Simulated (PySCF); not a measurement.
PBE0 on C- (carbon, charge -1), [He] 2s2 2p3, high-spin 4S determinant. Calculation: PySCF 2.14, in aug-cc-pVTZ-DK; scalar relativity by spin-free X2C-1e.

```
cycle= 1 E= -37.8718442039223  delta_E= -0.00334  |g|= 0.011  |ddm|= 0.198
cycle= 2 E= -37.8718523157386  delta_E= -8.11e-06  |g|= 0.0112  |ddm|= 0.0495
cycle= 3 E= -37.8719556790626  delta_E= -0.000103  |g|= 0.00189  |ddm|= 0.0292
cycle= 4 E= -37.8719591261216  delta_E= -3.45e-06  |g|= 0.000108  |ddm|= 0.00508
cycle= 5 E= -37.8719591480018  delta_E= -2.19e-08  |g|= 6.4e-06  |ddm|= 0.000555
cycle= 6 E= -37.8719591480597  delta_E= -5.79e-11  |g|= 5.51e-07  |ddm|= 3.99e-05
converged SCF energy = -37.8719591480597  <S^2> = 3.752682  2S+1 = 4.0013408
```

Highest occupied orbital energy: 0.924 eV; ⟨L²⟩ = 0.00; populations by l: s 4.00, p 3.00, d 0.00, f 0.00.

(1) Can this result be used?

## Answers

(1) With care. Self-consistency was reached. At PBE0 the highest occupied level has a positive energy, so only the finite basis holds that electron; in a semilocal or global hybrid functional this comes from self-interaction and does not mean that the real anion is unbound.
